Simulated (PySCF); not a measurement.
Ga(H)(Me)(OMe) (C₂H₇GaO), SMILES C[O][GaH][CH3].

The structure is a stationary point at B3LYP-D3(BJ)/def2-SVP. One conformer was computed; it need not be the lowest.

These are PySCF with TDDFT-ωB97X/def2-SVPD values and carry that method's errors.

Vertical excitations. Gas-phase values at a fixed geometry.

Computed lowest excited states:
```json
[
 {"state": "S1", "energy (eV)": "5.87", "λ (nm)": "211", "f": "0.006", "main pairs": "HOMO−1→LUMO 89 %"},
 {"state": "S2", "energy (eV)": "6.43", "λ (nm)": "193", "f": "0.065", "main pairs": "HOMO→LUMO 92 %"},
 {"state": "S3", "energy (eV)": "6.43", "λ (nm)": "193", "f": "0.001", "main pairs": "HOMO−2→LUMO 89 %"},
 {"state": "S4", "energy (eV)": "7.20", "λ (nm)": "172", "f": "0.011", "main pairs": "HOMO→LUMO+1 48 %, HOMO→LUMO+3 40 %"},
 {"state": "S5", "energy (eV)": "7.51", "λ (nm)": "165", "f": "0.061", "main pairs": "HOMO−1→LUMO+1 45 %, HOMO−1→LUMO+3 38 %"},
 {"state": "S6", "energy (eV)": "8.05", "λ (nm)": "154", "f": "0.256", "main pairs": "HOMO−2→LUMO+1 65 %, HOMO−2→LUMO+2 10 %"},
 {"state": "S7", "energy (eV)": "8.28", "λ (nm)": "150", "f": "0.015", "main pairs": "HOMO→LUMO+2 80 %"},
 {"state": "S8", "energy (eV)": "8.30", "λ (nm)": "149", "f": "0.025", "main pairs": "HOMO−2→LUMO+3 43 %, HOMO−1→LUMO+3 22 %, HOMO−1→LUMO+1 12 %, HOMO−1→LUMO+2 10 %"},
 {"state": "S9", "energy (eV)": "8.38", "λ (nm)": "148", "f": "0.215", "main pairs": "HOMO−1→LUMO+2 73 %"},
 {"state": "S10", "energy (eV)": "8.72", "λ (nm)": "142", "f": "0.002", "main pairs": "HOMO→LUMO+1 40 %, HOMO→LUMO+3 36 %, HOMO→LUMO+9 10 %"},
 {"state": "T1", "energy (eV)": "5.63", "λ (nm)": "220", "f": "0", "main pairs": "HOMO−1→LUMO 81 %, HOMO−2→LUMO 15 %"},
 {"state": "T2", "energy (eV)": "5.73", "λ (nm)": "216", "f": "0", "main pairs": "HOMO→LUMO 94 %"},
 {"state": "T3", "energy (eV)": "6.20", "λ (nm)": "200", "f": "0", "main pairs": "HOMO−2→LUMO 81 %, HOMO−1→LUMO 14 %"},
 {"state": "T4", "energy (eV)": "6.91", "λ (nm)": "180", "f": "0", "main pairs": "HOMO−1→LUMO+1 33 %, HOMO−1→LUMO+3 32 %, HOMO−1→LUMO+2 8 %, HOMO−2→LUMO+2 7 %"}
]
```
Triplets are in the Tamm–Dancoff approximation, which puts them higher than full response would, so one can lie above its singlet here.
